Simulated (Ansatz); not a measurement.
`C[Se][Si](F)(F)F` and `F[Si](F)(F)CS` differ in one atom or group.

Ansatz, PBE0-D4/def2-TZVP geometries, multiplicity 1. Each molecule was computed in one conformer, which needn't be the lowest.

Scalar relativity is left out up to krypton. Spin–orbit coupling is left out; it splits and shifts lone-pair levels of the heavy atoms by tenths of an eV.

| property | `C[Se][Si](F)(F)F` |
| --- | --- |
| LUMO energy (PBE0/def2-TZVPP) / eV | -0.57 |
| size of the dipole moment (PBE/def2-TZVPP) / D | 2.40 |
| HOMO–LUMO gap (PBE/def2-TZVPP) / eV | 4.74 |
| HOMO energy (B3LYP/def2-TZVPP) / eV | -7.16 |
| HOMO energy (PBE0/def2-TZVPP) / eV | -7.41 |
| size of the dipole moment (B3LYP/def2-TZVPP) / D | 2.48 |

What does the change do to each property? (Estimate.)

Ansatz gave: 
```csv
property,`F[Si](F)(F)CS`,shift
LUMO energy (PBE0/def2-TZVPP) / eV,-0.13,0.44
size of the dipole moment (PBE/def2-TZVPP) / D,2.59,0.19
HOMO–LUMO gap (PBE/def2-TZVPP) / eV,5.03,0.29
HOMO energy (B3LYP/def2-TZVPP) / eV,-7.12,0.04
HOMO energy (PBE0/def2-TZVPP) / eV,-7.37,0.04
size of the dipole moment (B3LYP/def2-TZVPP) / D,2.67,0.19
```

Dipoles are sizes alone; their direction can turn.

Positive LUMOs are unbound, so they and the gaps depend on the basis.

B3LYP here is the variant with VWN-RPA as its local correlation; programs differ in this.
